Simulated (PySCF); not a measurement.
Geometries of 2 isomers of C2H8OSSi, from PySCF, PBE0-D3(BJ)/def2-SVP geometry optimisation, gas phase. One conformer each, no zero-point energy, no frequencies.

Problem. Which isomer lies lower at this level?
A.
```xyz
13
angstrom
C     -1.896   -0.366    0.773
O     -1.501   -0.900   -0.459
Si     0.031   -0.778   -1.088
S      1.571   -1.300    0.303
C      1.864    0.308    1.114
H     -1.271   -0.748    1.601
H     -2.938   -0.661    0.970
H     -1.848    0.739    0.782
H      0.084   -1.741   -2.214
H      0.304    0.629   -1.522
H      2.807    0.214    1.670
H      1.972    1.113    0.374
H      1.062    0.559    1.821
```
B.
```xyz
13
angstrom
C     -2.397    0.031    0.566
S     -1.604   -0.744   -0.858
C      0.082   -0.815   -0.236
O      0.617    0.460   -0.032
Si     2.220    0.743    0.337
H     -3.442    0.226    0.289
H     -1.904    0.986    0.799
H     -2.379   -0.627    1.448
H      0.643   -1.385   -1.000
H      0.096   -1.399    0.705
H      3.107    0.176   -0.727
H      2.588    0.111    1.643
H      2.378    2.219    0.418
```

Solution. A. That is `CO[SiH2]SC`, 24.0 kcal/mol below the other.

| SMILES | atoms numbered as above | E (Eh) | relative (kcal/mol) | relative (kJ/mol) | dipole (D) |
| --- | --- | --- | --- | --- | --- |
| CO[SiH2]SC | [CH3:1][O:2][SiH2:3][S:4][CH3:5] | -843.21623 | 0.0 | 0.0 | 2.27 |
| CSCO[SiH3] | [CH3:1][S:2][CH2:3][O:4][SiH3:5] | -843.17794 | 24.0 | 100.5 | 1.53 |
